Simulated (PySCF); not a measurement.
# C₆ coefficients of unlike pairs at PBE

Calculated with PySCF 2.14 from the dipole response of each species, C₆(A,B) = (3/π) ∫ α_A(iu) α_B(iu) du, in atomic units, from isotropic polarisabilities. For ions this is the dispersion term alone; charge-induced terms of lower order in 1/R come first.

```tsv
species	configuration	basis	relativity	α (bohr³)	C₆ (like pair)
S³⁺	[Ne] 3s2 3p1 (2P)	dyall-av2z (13s9p2d)	none	5.293	13.98
Li	[He] 2s1 (2S)	aug-cc-pVTZ with one added diffuse shell each of s, p, d, f type (6s5p4d3f)	none	143.1	1142
Se²⁺	[Ar] 3d10 4s2 4p2 (3P)	aug-cc-pwCVTZ-PP with ECP10MDF (8s7p6d4f1g)	core potential	9.368	44.13
S²⁺	[Ne] 3s2 3p2 (3P)	dyall-av3z (19s12p3d2f)	spin-free X2C	7.233	26.17
```

(1) Estimate C₆ for S²⁺ with Se²⁺.

No spin-orbit coupling is included.

The other pairs:

| pair | C₆ |
| --- | --- |
| S²⁺, S³⁺ | 19.13 |
| S²⁺, Li | 105.4 |
| Li, S³⁺ | 77.11 |
| Se²⁺, S³⁺ | 24.80 |
| Se²⁺, Li | 136.3 |

Answers

(1) The integral gives 33.93. The combination rule 2 C_A C_B / (C_A α_B/α_A + C_B α_A/α_B) gives 33.98 and the geometric mean 33.98.
